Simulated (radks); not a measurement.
All-electron atom: Cu V in [Ne] 3s2 3p5 3d8 (not the ground configuration).

All-electron calculation, scalar-relativistic Kohn-Sham, XLYP, spin-polarised, spherical densities, finite nucleus; open shells are filled with parallel spins first; Fermi nuclear charge, rms radius 3.8823 fm. Program: a radial shooting solver on a logarithmic mesh with Libxc functionals.

Energy parts (hartree):
total: -1648.30071
kinetic: 1673.07013
electron-nucleus: -3903.70186
Hartree: 648.30380
exchange-correlation: -65.97278

Orbitals (lengths in bohr, moments of r in powers of bohr; <r^-3> diverges for s and p1/2; r(90%) holds 90 % of the orbital's charge):
orbital  occ.  eigenvalue (hartree)  r(90%)     <r^2>   <1/r>  <r^-3>
1s up       1             -328.2374  0.0931  0.003655   29.16       -
1s down     1             -328.2156  0.0931  0.003654   29.16       -
2s up       1             -41.80124   0.364   0.06528   6.328       -
2s down     1             -41.73493   0.364   0.06515   6.333       -
2p up       3             -36.46961   0.338   0.05225   6.213   707.3
2p down     3             -36.40746   0.337   0.05213   6.217   708.2
3s up       1              -6.85170    1.04    0.5595   2.039       -
3s down     1              -6.69107    1.05    0.5648   2.029       -
3p up       3              -5.26689    1.11    0.6124   1.902   95.77
3p down     2              -5.11076    1.12    0.6215   1.890   94.44
3d up       5              -2.69603    1.32    0.7912   1.606   10.01
3d down     3              -2.55443    1.36    0.8300   1.584   9.769
4s up       0              -1.81716    2.75     4.065  0.6979       -
4s down     0              -1.78539    2.78     4.171  0.6870       -
4p up       0              -1.45780    3.08     5.101  0.6174   12.04
4p down     0              -1.43328    3.12     5.241  0.6078   11.62

The highest occupied level is 3d down at -69.510 eV. Spin moment in Bohr magnetons: 3. The spin density at the nucleus is -0.582 e/bohr^3 (1s -0.848, 2s -1.362, 3s 1.629). Summed over all electrons, <r^2> = 11.10 bohr^2, which gives a Langevin (diamagnetic) susceptibility term of -8.79 x 10^-6 cm^3/mol. The electron density at the nucleus is 2.243e+04 e/bohr^3 (large components only). The density falls to 0.001 e/bohr^3 at r = 2.47 bohr.
